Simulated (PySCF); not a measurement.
Job file and geometry (Å, from GFN2-xTB) of a spin–spin coupling run on `InChI=1S/C4H6B2BrF/c1-2-3-5-4-6(7)8/h5H,4H2,1H3`, B3LYP/pcJ-1 Br:pcSseg-1 indirect spin-spin coupling, non-relativistic, gas phase in PySCF 2.14.0, density-fitted response routines; density fitting, a coarse starting grid and PySCF grid level 2 are the driver's defaults:

```
$ OMP_NUM_THREADS=1 python probes_run.py task.json out

{"job": {"kind": "j", "xc": "B3LYP", "basis": "pcJ-1"}, "charge": 0, "multiplicity": 1}
C     -2.650176     0.192365     1.340700
C     -1.632853    -0.039277     0.348615
C     -0.774543    -0.227719    -0.484226
B      0.357212    -0.407464    -1.438634
C      1.808336    -0.708715    -0.832486
B      2.314999     0.619351    -0.182409
F      3.071911     1.470409    -0.848381
Br     1.823768     1.169010     1.551771
H     -3.481509     0.754021     0.915503
H     -3.020712    -0.763969     1.709900
H     -2.223084     0.747108     2.176106
H      0.212008    -0.273046    -2.592660
H      1.705775    -1.488264    -0.075452
H      2.488191    -1.054238    -1.610513
```

**Question.** Write the output of this run.

**Answer.** 
```
coarse grid: 58544 points
cycle   1  E = -2879.4715548797  dE = -3.375e-01  |g| = 9.742e-01  |ddm| = 3.490e+00
cycle   2  E = -2879.3906851350  dE =  8.087e-02  |g| = 1.036e+00  |ddm| = 1.140e+00
cycle   3  E = -2879.5491343071  dE = -1.584e-01  |g| = 3.494e-01  |ddm| = 8.319e-01
cycle   4  E = -2879.5679901537  dE = -1.886e-02  |g| = 1.585e-01  |ddm| = 3.013e-01
cycle   5  E = -2879.5739532443  dE = -5.963e-03  |g| = 4.546e-02  |ddm| = 1.272e-01
cycle   6  E = -2879.5743438527  dE = -3.906e-04  |g| = 8.108e-03  |ddm| = 3.198e-02
cycle   7  E = -2879.5743580916  dE = -1.424e-05  |g| = 1.353e-03  |ddm| = 7.433e-03
cycle   8  E = -2879.5743584025  dE = -3.109e-07  |g| = 5.404e-04  |ddm| = 1.303e-03
final grid: 124160 points
cycle   9  E = -2879.5743652290  dE =  2.754e-08  |g| = 7.155e-04  |ddm| = 2.214e-03
cycle  10  E = -2879.5743649667  dE =  2.623e-07  |g| = 1.207e-03  |ddm| = 1.508e-03
cycle  11  E = -2879.5743653417  dE = -3.750e-07  |g| = 3.253e-04  |ddm| = 1.034e-03
cycle  12  E = -2879.5743653671  dE = -2.539e-08  |g| = 2.629e-05  |ddm| = 2.162e-04
cycle  13  E = -2879.5743653672  dE = -1.487e-10  |g| = 4.403e-06  |ddm| = 2.582e-05
converged SCF energy = -2879.5743653672

Indirect spin-spin couplings (Hz)
  i      j    bonds     total        FC       PSO       DSO        SD
  0 C    1 C    1     68.402    70.528    -2.303     0.177         -
  0 C    2 C    2      9.852    10.268    -0.285    -0.131         -
  0 C    3 B    3      1.441     1.292     0.151    -0.072     0.070
  0 C    4 C    4     -0.597    -0.570    -0.001    -0.027         -
  0 C    5 B    5     -0.285    -0.277     0.011    -0.021     0.002
  0 C    8 H    1    139.834   138.111     1.136     0.586         -
  0 C    9 H    1    136.097   134.295     1.208     0.594         -
  0 C   10 H    1    137.977   136.216     1.147     0.614         -
  0 C   11 H    4     -0.767    -0.785     0.209    -0.192         -
  0 C   12 H    5     -0.271    -0.274     0.051    -0.047         -
  1 C    2 C    1    160.242   155.458     4.639     0.145         -
  1 C    3 B    2     19.735    18.334     0.717    -0.130     0.814
  1 C    4 C    3      0.953     1.620    -0.646    -0.022         -
  1 C    5 B    4      0.858     0.586     0.120     0.021     0.133
  1 C    6 F    5      1.127     0.116     0.552    -0.152     0.610
  1 C    8 H    2    -11.184   -10.872    -0.124    -0.188         -
  1 C    9 H    2    -11.459   -11.306     0.009    -0.162         -
  1 C   10 H    2    -11.422   -11.183    -0.101    -0.138         -
  1 C   11 H    3      3.884     3.339     0.843    -0.297         -
  1 C   12 H    4      0.879     0.847     0.023     0.009         -
  1 C   13 H    4      0.558     0.711     0.126    -0.279         -
  2 C    3 B    1     99.442   101.405    -2.429     0.252     0.214
  2 C    4 C    2      2.986     2.997    -0.071     0.060         -
  2 C    5 B    3     -0.260    -0.279    -0.069     0.121    -0.033
  2 C    6 F    4     -0.166     0.018     0.018    -0.059    -0.143
  2 C    8 H    3      4.063     3.776     0.668    -0.381         -
  2 C    9 H    3      2.842     2.568     0.650    -0.376         -
  2 C   10 H    3      3.929     3.654     0.632    -0.357         -
  2 C   11 H    2      7.111     7.399    -0.241    -0.047         -
  2 C   12 H    3      3.276     3.190    -0.156     0.241         -
  2 C   13 H    3      8.110     8.038     0.308    -0.236         -
  3 B    4 C    1     37.714    39.897    -2.570     0.245     0.142
  3 B    5 B    2     -0.644    -1.366     0.294     0.202     0.227
  3 B    6 F    3      3.861     1.095     1.409     0.011     1.346
  3 B    8 H    4     -1.942    -1.939     0.231    -0.237     0.003
  3 B    9 H    4     -0.617    -0.589     0.202    -0.239     0.009
  3 B   10 H    4     -1.360    -1.338     0.211    -0.228    -0.006
  3 B   11 H    1    145.776   146.033    -1.608     0.742     0.609
  3 B   12 H    2     -7.347    -7.198    -0.223    -0.025     0.099
  3 B   13 H    2     -8.457    -7.897    -0.478    -0.116     0.035
  4 C    5 B    1     66.514    68.316    -2.323     0.425     0.096
  4 C    6 F    2     15.816    24.931    -9.364     0.023     0.225
  4 C    8 H    5      2.032     2.050     0.134    -0.152         -
  4 C   10 H    5      1.783     1.829     0.031    -0.078         -
  4 C   11 H    2      4.607     4.931    -0.277    -0.048         -
  4 C   12 H    1    130.808   128.295     1.592     0.920         -
  4 C   13 H    1    131.136   128.799     1.494     0.843         -
  5 B    6 F    1   -174.079  -112.886   -60.932     1.198    -1.459
  5 B    8 H    6      0.210     0.245     0.101    -0.134    -0.002
  5 B    9 H    6      1.405     1.455     0.089    -0.134    -0.004
  5 B   10 H    6      0.416     0.530    -0.038    -0.072    -0.004
  5 B   11 H    3      1.099     0.841     0.151     0.115    -0.007
  5 B   12 H    2    -10.736   -10.838    -0.412     0.411     0.104
  5 B   13 H    2     -6.734    -6.730    -0.307     0.265     0.037
  6 F   10 H    7     -0.414    -0.106     0.249    -0.541    -0.016
  6 F   11 H    4      0.901     0.439     0.431    -0.045     0.076
  6 F   12 H    3     19.254    21.291    -0.583    -1.358    -0.097
  6 F   13 H    3      6.322     8.663    -2.277     0.242    -0.306
  8 H    9 H    2    -18.192   -18.311     2.996    -2.877         -
  8 H   10 H    2    -15.007   -15.165     3.019    -2.861         -
  8 H   11 H    5      3.737     3.768     0.442    -0.474         -
  8 H   12 H    6      0.212     0.240     0.581    -0.609         -
  9 H   10 H    2    -19.499   -19.664     2.933    -2.767         -
  9 H   11 H    5     -0.448    -0.406     0.677    -0.719         -
  9 H   12 H    6      1.655     1.638    -0.017     0.034         -
 10 H   11 H    5      2.058     2.103     0.756    -0.801         -
 10 H   12 H    6      0.412     0.451     0.046    -0.085         -
 10 H   13 H    6      0.493     0.607     0.659    -0.773         -
 11 H   12 H    3      3.658     3.617     1.598    -1.557         -
 11 H   13 H    3      9.320     9.288    -0.132     0.165         -
 12 H   13 H    2     -6.462    -7.039     2.627    -2.049         -
```

Size and cost of the density-fitted run: 290 basis functions, 3.8 min wall time on 1 thread of an Arm Neoverse N1, shared host; peak memory 1.2 GiB.
